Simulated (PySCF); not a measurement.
PySCF input file for B(SeH)3 (BH₃Se₃), SMILES [SeH]B([SeH])[SeH], PBE-D3(BJ)/def2-SVP. Geometry: PBE-D3(BJ)/def2-SVP. The geometry has at least one imaginary mode, so it is a saddle point at that level. The values are those of a single conformer.

```python
import numpy as np
from pyscf import gto, scf, dft, df
from pyscf.hessian import thermo

mol = gto.M(
    atom='''
    B    -0.03999573    0.00695698    0.00000000
    Se    1.91493622   -0.12535966    0.00000000
    H     2.15286546    1.34150897    0.00000000
    Se   -0.84970032    1.78075848    0.00000000
    H    -2.26673476    1.33289479    0.00000000
    Se   -0.98685149   -1.70220181    0.00000000
    H    -2.35122203   -1.11788679    0.00000000
    ''',
    basis='def2-SVP',
    charge=0,
    spin=0,
    max_memory=1600,
    verbose=3,
)
mf = dft.RKS(mol, xc='pbe').density_fit(auxbasis='def2-universal-jkfit')
mf.disp = 'd3bj'
mf.grids.level = 3
mf.conv_tol = 1e-11
mf.max_cycle = 100
mf.kernel()

# [left out here: the lines that compute and print the analytic Hessian (its translational invariance restored by hand, since the grid's response is missing), thermochemistry and intensities]
```

It prints:

```
converged SCF energy = -7229.37284539012

WARN: DFTD3 does not support analytical Hessian, using finite difference


WARN: Mole.unit (angstrom) is changed to Bohr

Mode                                 0                   1                   2
Irrep
Freq [cm^-1]                      -71.4031            119.4619            135.8194
Reduced mass [au]                   1.0299             27.6082             17.7463
Force const [Dyne/A]               -0.0031              0.2321              0.1929
Char temp [K]                    -102.7331            171.8791            195.4139
Normal mode                   x     y     z       x     y     z       x     y     z
       0   B                -0.00  0.00 -0.01   -0.00  0.05 -0.00   -0.05 -0.00 -0.00
       1  Se                -0.00 -0.00  0.01   -0.01 -0.07  0.00   -0.06  0.01 -0.00
       2   H                -0.00 -0.00 -0.64    0.10 -0.08  0.00   -0.06  0.01  0.00
       3  Se                 0.00  0.00  0.01   -0.05  0.04  0.00    0.04  0.04  0.00
       4   H                -0.00  0.00 -0.41   -0.03 -0.02 -0.00    0.01  0.14 -0.00
       5  Se                 0.00 -0.00 -0.01    0.06  0.02  0.00    0.03 -0.05  0.00
       6   H                -0.00 -0.00  0.63    0.03 -0.05 -0.00   -0.01 -0.13 -0.00
Mode                                 3                   4                   5
Irrep
Freq [cm^-1]                      252.6023            268.4116            318.5915
Reduced mass [au]                  56.0200              1.2212              1.1742
Force const [Dyne/A]                2.1060              0.0518              0.0702
Char temp [K]                     363.4385            386.1845            458.3822
Normal mode                   x     y     z       x     y     z       x     y     z
       0   B                -0.00  0.00 -0.00   -0.00  0.00  0.11   -0.00  0.00 -0.11
       1  Se                -0.06  0.00 -0.00   -0.00  0.00  0.00   -0.00  0.00  0.01
       2   H                -0.04  0.00  0.00   -0.00 -0.00  0.00   -0.00  0.00 -0.67
       3  Se                 0.03 -0.06  0.00    0.00 -0.00 -0.02    0.00 -0.00  0.00
       4   H                 0.02 -0.04 -0.00    0.00 -0.00  0.75    0.00  0.00  0.47
       5  Se                 0.03  0.06  0.00    0.00  0.00 -0.02    0.00  0.00  0.00
       6   H                 0.02  0.04 -0.00    0.00  0.00  0.50    0.00  0.00 -0.41
Mode                                 6                   7                   8
Irrep
Freq [cm^-1]                      354.3570            618.2962            684.0954
Reduced mass [au]                   2.7218              1.4921              1.2927
Force const [Dyne/A]                0.2014              0.3361              0.3564
Char temp [K]                     509.8408            889.5906            984.2610
Normal mode                   x     y     z       x     y     z       x     y     z
       0   B                -0.00 -0.00  0.25   -0.15 -0.05 -0.00    0.07 -0.11 -0.00
       1  Se                -0.00 -0.00 -0.01    0.03 -0.01 -0.00   -0.00 -0.01  0.00
       2   H                -0.00 -0.00 -0.35   -0.41  0.06  0.00   -0.76  0.11  0.00
       3  Se                -0.00  0.00 -0.01   -0.00 -0.01  0.00   -0.00  0.02  0.00
       4   H                -0.00  0.00 -0.17   -0.14  0.42 -0.00    0.12 -0.34  0.00
       5  Se                 0.00  0.00 -0.01    0.01  0.02  0.00    0.01  0.00  0.00
       6   H                 0.00  0.00 -0.39   -0.21 -0.48 -0.00    0.07  0.17  0.00
Mode                                 9                  10                  11
Irrep
Freq [cm^-1]                      695.6296            876.5815            901.2837
Reduced mass [au]                   1.0836              2.5560              3.1684
Force const [Dyne/A]                0.3089              1.1572              1.5164
Char temp [K]                    1000.8562           1261.2057           1296.7465
Normal mode                   x     y     z       x     y     z       x     y     z
       0   B                 0.00 -0.08 -0.00   -0.24 -0.02  0.00    0.02 -0.25 -0.00
       1  Se                 0.00 -0.00  0.00    0.01  0.00  0.00   -0.01  0.01  0.00
       2   H                -0.03  0.00  0.00    0.08 -0.01  0.00    0.44 -0.07 -0.00
       3  Se                -0.01 -0.00  0.00    0.01  0.00 -0.00   -0.01  0.02  0.00
       4   H                -0.22  0.64 -0.00    0.12 -0.39  0.00    0.02 -0.07  0.00
       5  Se                 0.01 -0.00  0.00    0.01  0.00 -0.00    0.00  0.02  0.00
       6   H                 0.28  0.61  0.00    0.16  0.36  0.00   -0.09 -0.20 -0.00
Mode                                12                  13                  14
Irrep
Freq [cm^-1]                     2343.4456           2348.5966           2358.8230
Reduced mass [au]                   1.0207              1.0206              1.0206
Force const [Dyne/A]                3.3027              3.3167              3.3458
Char temp [K]                    3371.6965           3379.1076           3393.8212
Normal mode                   x     y     z       x     y     z       x     y     z
       0   B                -0.00  0.00 -0.00    0.00  0.00 -0.00    0.00 -0.00  0.00
       1  Se                 0.00  0.01 -0.00    0.00  0.01 -0.00   -0.00  0.00  0.00
       2   H                -0.09 -0.54  0.00   -0.13 -0.81  0.00   -0.00 -0.01 -0.00
       3  Se                -0.01 -0.00  0.00    0.01  0.00 -0.00    0.00  0.00 -0.00
       4   H                 0.78  0.25 -0.00   -0.52 -0.16  0.00   -0.11 -0.03  0.00
       5  Se                 0.00 -0.00  0.00   -0.00  0.00  0.00    0.01 -0.00 -0.00
       6   H                -0.08  0.04  0.00    0.07 -0.03 -0.00   -0.90  0.39  0.00
temperature 298.1500 [K]
pressure 101325.00 [Pa]
Rotational constants [GHz] 1.15204 1.04082 0.54681
Symmetry number 1
Zero-point energy (ZPE) 0.02797 [Eh]   73426.759 [J/mol]
                           tot       elec      trans        rot        vib
Entropy [J/mol/K]       360.385      0.000    177.645    127.917     54.823
Cv [J/mol/K]             84.673      0.000     12.472     12.472     59.729
Cp [J/mol/K]             92.987      0.000     20.786     12.472     59.729
Internal energy [J/mol]                      3718.434   3718.434  82776.557
Internal energy [Eh]   -7229.33848  -7229.37285
Enthalpy [J/mol]                             6197.391   3718.434  82776.557
Enthalpy [Eh]          -7229.33754
Gibbs free energy [J/mol]                  -46767.460 -34420.025  66431.192
Gibbs free energy [Eh] -7229.37847
mode   freq/cm-1   IR/(km/mol)
   1      -71.40         1.264
   2      119.46         0.146
   3      135.82         0.793
   4      252.60         0.014
   5      268.41         8.285
   6      318.59         1.162
   7      354.36        10.728
   8      618.30        48.267
   9      684.10        31.399
  10      695.63        15.893
  11      876.58        66.312
  12      901.28        55.554
  13     2343.45         9.476
  14     2348.60        14.465
  15     2358.82        16.434
max |gradient| / (hartree/bohr): 6.004370090430445e-05
APT charges: [ 0.6608 -0.2055 -0.0077 -0.2022 -0.0237 -0.2034 -0.0184]
```

The run converged. The end point has an imaginary mode, so it is no minimum.
